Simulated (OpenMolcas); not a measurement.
Multiplet structure of Ru+

```yaml
Program: OpenMolcas
Method: "MS-CASPT2, IPEA 0.25 Eh, imaginary shift 0.1 Eh (closed shells correlated: 4s 4p)"
Basis: ANO-RCC-VTZP [7s6p4d2f1g]
Scalar_Hamiltonian: DKH2, point nucleus
Active_space: 7 electrons in 5 orbitals (4d)
State_averaging: 2S+1 = 4 even, 10 roots; 2S+1 = 2 even, 40 roots
Spin-orbit_coupling: RASSI with atomic mean-field integrals over the reference wave functions, term energies averaged over their components
```

With spin-orbit coupling, above the lowest level:

```
Configuration   Term     J  E (cm⁻¹)  Measured (cm⁻¹)  Term weight %    Second
          4d⁷     ⁴F   9/2       0.0              0.0             98          
          4d⁷     ⁴F   7/2      1545             1523            100          
          4d⁷     ⁴F   5/2      2550             2494             99          
          4d⁷     ⁴F   3/2      3200             3104             98   2 ²D(1)
          4d⁷     ⁴P   5/2      9630             8257             98          
          4d⁷     ⁴P   3/2      9680             8478             81     18 ²P
          4d⁷     ⁴P   1/2     10690             9374             93      7 ²P
          4d⁷     ²G   9/2     11280                              90      8 ²H
          4d⁷     ²G   7/2     12780                              99          
          4d⁷     ²P   3/2     13760                              60  22 ²D(1)
          4d⁷     ²P   1/2     15210                              93      7 ⁴P
          4d⁷     ²H  11/2     15350                             100          
          4d⁷  ²D(1)   5/2     15690                              97          
          4d⁷     ²H   9/2     16840                              92      8 ²G
          4d⁷  ²D(1)   3/2     18140                              75     21 ²P
          4d⁷     ²F   5/2     23440                              99          
          4d⁷     ²F   7/2     24190                              99          
          4d⁷  ²D(2)   3/2     37420                             100          
          4d⁷  ²D(2)   5/2     38150                              99
```

Against the 6 measured excited levels shown (NIST Handbook of Basic Atomic Spectroscopic Data) the mean absolute deviation is 680 cm-1; the largest miss in energy is 4d⁷ ⁴P_5/2: computed 9630, measured 8257 cm⁻¹ (+16.6 %).

Spin-orbit coupling puts the lowest level 1606 cm⁻¹ below the lowest spin-free term.

A least-squares Racah fit to the terms below 60000 cm-1, each weighted by 2L + 1 and with a free common offset, gives B = 588 cm-1 and C = 2760 cm-1 (C/B = 4.70), with an rms deviation of 433 cm-1.

For ⁴F the intervals divided by the larger J are -258.8, -288.3, -343.3 cm-1. Landé's interval rule makes them equal in pure LS coupling; they differ by 28 % of their mean. The multiplet is inverted.

Term energies are means over components that CASPT2 splits; among the terms shown or strongly mixed into the levels shown the widest spread is 930 cm-1 (4d⁷ ⁴F). Configurations with an s electron lie low at this charge and mix in, so terms can be misplaced. The CASPT2 spread within a term exceeds the gap to the next term for 4d⁷ ²H and 4d⁷ ²D(1), so the order of their levels is uncertain. Some terms miss by over 15 % even with CASPT2, which points to a basis or an active space too small for the shells correlated. Computed and measured levels are paired by configuration, term and J; levels that our copy of the source lacks, or whose pairing is in doubt (as where it misses far off the trend of its configuration), stay unpaired and out of the deviations. Only configurations of the active space appear.

The term weight is that of the spin-free term in the level, not the purity of its configuration. A number in round brackets counts repeated terms of one configuration in the order of the reference energies.
